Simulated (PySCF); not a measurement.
**EPR parameters of C6H4Cl2F**

Compound: C6H4Cl2F (doublet state).
Geometry (GFN2-xTB, Å), atoms numbered from 1 in this order:
```
atom  x, y, z in Å
C1    -1.6551    0.2030    0.6098
C2    -0.7153    0.1430   -0.5947
C3     0.2101    1.2959   -0.7123
C4     1.4878    0.9491   -0.7028
Cl5    2.9029    1.8785   -0.8230
C6     1.5469   -0.5294   -0.5445
Cl7    3.0078   -1.3931   -0.4631
C8     0.2858   -0.9842   -0.4922
F9    -0.1167   -2.2480   -0.3517
H10   -2.3516    1.0279    0.4922
H11   -1.0834    0.3510    1.5218
H12   -2.2147   -0.7255    0.6891
H13   -1.3088    0.0324   -1.5076
```

The species is `C[C@H]1[C]=C(Cl)C(Cl)=C1F` [radical].

The calculation used UKS B3LYP, pcH-1 on C Cl F H, non-relativistic, mean-field spin-orbit, GIAO in PySCF 2.14.0. Isolated species at its GFN2-xTB geometry, gas phase. The geometry wasn't refined by DFT: couplings that depend on bond lengths, twists or pyramidal angles can differ widely from those at the functional's own minimum. No stability test was run, so a lower SCF solution isn't excluded.

```json
{
 "g1, g2, g3": "1.99924, 2.00273, 2.00311",
 "g_iso": "2.00169",
 "Form of g": "close to axial: the two nearest values differ by 10 % of g3 − g1",
 "⟨S²⟩": "0.7656 (exact 0.7500)",
 "HOMO–LUMO gap, α and β orbitals": "5.23, 2.80 eV",
 "Total energy": "-1251.16736 Eh",
 "Basis functions": "285"
}
```

Hyperfine couplings atom by atom, in MHz; T1 to T3 are the principal values of the dipolar part:

```json
{"atom": "C1", "isotope": "13C", "a_iso": "6.7", "of which spin–orbit": "0.0", "T1": "-1.3", "T2": "-1.1", "T3": "2.4", "Mulliken spin population": "0.00"}
{"atom": "C2", "isotope": "13C", "a_iso": "35.0", "of which spin–orbit": "0.0", "T1": "-6.6", "T2": "-6.0", "T3": "12.6", "Mulliken spin population": "-0.02"}
{"atom": "C3", "isotope": "13C", "a_iso": "484.4", "of which spin–orbit": "-0.2", "T1": "-79.3", "T2": "-50.0", "T3": "129.3", "Mulliken spin population": "1.04"}
{"atom": "C4", "isotope": "13C", "a_iso": "-4.6", "of which spin–orbit": "-0.1", "T1": "-25.3", "T2": "-0.7", "T3": "26.0", "Mulliken spin population": "-0.12"}
{"atom": "Cl5", "isotope": "35Cl", "a_iso": "4.2", "of which spin–orbit": "0.2", "T1": "-8.5", "T2": "-1.7", "T3": "10.2", "Mulliken spin population": "0.01"}
{"atom": "C6", "isotope": "13C", "a_iso": "52.6", "of which spin–orbit": "0.1", "T1": "-5.0", "T2": "-1.3", "T3": "6.3", "Mulliken spin population": "0.07"}
{"atom": "Cl7", "isotope": "35Cl", "a_iso": "1.9", "of which spin–orbit": "0.1", "T1": "-5.2", "T2": "-2.3", "T3": "7.5", "Mulliken spin population": "0.02"}
{"atom": "C8", "isotope": "13C", "a_iso": "52.2", "of which spin–orbit": "0.0", "T1": "-12.6", "T2": "1.6", "T3": "11.1", "Mulliken spin population": "0.00"}
{"atom": "F9", "isotope": "19F", "a_iso": "21.2", "of which spin–orbit": "0.5", "T1": "-48.2", "T2": "-16.2", "T3": "64.4", "Mulliken spin population": "0.01"}
{"atom": "H10", "isotope": "1H", "a_iso": "-0.5", "of which spin–orbit": "0.0", "T1": "-3.6", "T2": "-3.0", "T3": "6.6", "Mulliken spin population": "0.00"}
{"atom": "H11", "isotope": "1H", "a_iso": "-0.6", "of which spin–orbit": "0.0", "T1": "-3.4", "T2": "-2.9", "T3": "6.3", "Mulliken spin population": "0.00"}
{"atom": "H12", "isotope": "1H", "a_iso": "-1.5", "of which spin–orbit": "0.0", "T1": "-1.9", "T2": "-1.6", "T3": "3.5", "Mulliken spin population": "0.00"}
{"atom": "H13", "isotope": "1H", "a_iso": "9.9", "of which spin–orbit": "0.0", "T1": "-7.0", "T2": "-5.7", "T3": "12.7", "Mulliken spin population": "0.00"}
```

The Mulliken spin populations are largest on C3 (+1.04), C4 (-0.12) and C6 (+0.07). C3 is the only atom above +0.15. The positive populations add up to 1.14 and the negative ones to -0.14, together 2S = 1.

Axes: g1 points within 1° of the C3–C4 bond.

Under fast tumbling the dipolar parts average out, and these isotropic splittings remain: 1 × 19F (F9, I = 1/2, 2 lines) with 0.76 mT, 1 × 1H (H13, I = 1/2, 2 lines) with 0.35 mT, 1 × 35Cl (Cl5, I = 3/2, 4 lines) with 0.15 mT, 1 × 35Cl (Cl7, I = 3/2, 4 lines) with 0.07 mT and 3 × 1H (H10/H11/H12, I = 1/2, 4 lines) with 0.03 mT.

Class means assume fast exchange of nuclei equivalent by connectivity; if that motion is slow, each nucleus keeps its own coupling.

Main isotope only: 35Cl (natural samples also hold 24 % 37Cl, magnetic too, which adds its own pattern).

The 13C coupling of C3 (484.4 MHz) shows only in satellite lines or after enrichment, since that isotope makes up about 1.07 % of natural carbon.

Examples of negative spin density at the nucleus (bohr⁻³): C4 (-0.0040).

Time: 2.0 min of wall time (grids of density and orbitals included); peak memory 0.98 GiB. Hardware: one thread of an Arm Neoverse V1, shared host with 32 logical CPUs at a one-minute load of 8.9.
